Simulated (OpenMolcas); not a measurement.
## V³⁺: the spin-orbit constant, Racah parameters, worked from levels

* Program: OpenMolcas 26.06
* Basis: ANO-RCC-VTZP [6s5p3d2f1g]
* Scalar Hamiltonian: DKH2, point nucleus
* Active space: 2 electrons in 10 orbitals (3d 4d)
* State averaging: 2S+1 = 3 even, 10 roots; 2S+1 = 1 even, 15 roots
* Spin-orbit coupling: state interaction with AMFI integrals over the reference wave functions, term energies averaged over their components

Methods: CASSCF; SS-CASPT2, IPEA 0.25 Eh, imaginary shift 0.1 Eh (closed shells correlated: 3s 3p). Measured levels: Sugar and Corliss, J. Phys. Chem. Ref. Data 7, 1191 (1978).

**The spin-orbit constant.** For the Hund term ³F of d2, E(J) = (A/2) J(J+1) + constant and ζ = 2S·A = 2A. From J = 2 to J = 4 the energy changes by 7 A.

| Source | E(4) - E(2) | A | ζ |
| --- | --- | --- | --- |
| CASSCF | 751.9 | 107.4 | 215 |
| SS-CASPT2 | 753.5 | 107.6 | 215 |
| measured | 734.7 | 105.0 | 210 |

All in cm-1. SS-CASPT2 is off by +2.6 % and CASSCF by +2.3 %. Both methods take the spin-orbit matrix elements from the reference wave functions, so the second can move ζ only through the term energies and any multistate remixing. Second-order mixing with other terms is absorbed into this ζ.

**Racah parameters.** Above ³F, d2 has ³P at 15B, ¹G at 12B + 2C and ¹D at 5B + 2C. The first two fix B and C, and the third tests them; where it misses by thousands of cm-1, two parameters do not describe the configuration (Trees and configuration-interaction terms are left out) and B and C hang on the terms chosen. Term energies are centres of gravity, weighted by 2J + 1.

| Source | ³P | ¹G | B | C | C/B | ¹D from B, C | ¹D found |
| --- | --- | --- | --- | --- | --- | --- | --- |
| CASSCF | 15853 | 20386 | 1057 | 3852 | 3.64 | 12989 | 13093 |
| SS-CASPT2 | 13641 | 18608 | 909 | 3848 | 4.23 | 12241 | 10550 |

Energies in cm-1. From CASSCF to SS-CASPT2, B changes by -14.0 % and C by -0.1 %.

Term energies are means over components that CASPT2 splits; among the terms shown or strongly mixed into the levels shown the widest spread is 630 cm-1 (3d² ³F, SS-CASPT2). Active for correlation alone: 4d; no level in the range computed is led by a configuration that fills it, so any true level of that kind is missing. Without dynamic correlation excited terms often stand tens of per cent too high (terms of higher spin than the ground term too low), and those without a measured partner can miss by more than the paired ones (holds for CASSCF). Computed and measured levels are paired by configuration, term and J; levels that our copy of the source lacks, or whose pairing is in doubt (as where it misses far off the trend of its configuration), stay unpaired and out of the deviations. Levels of configurations outside the active space are missing.
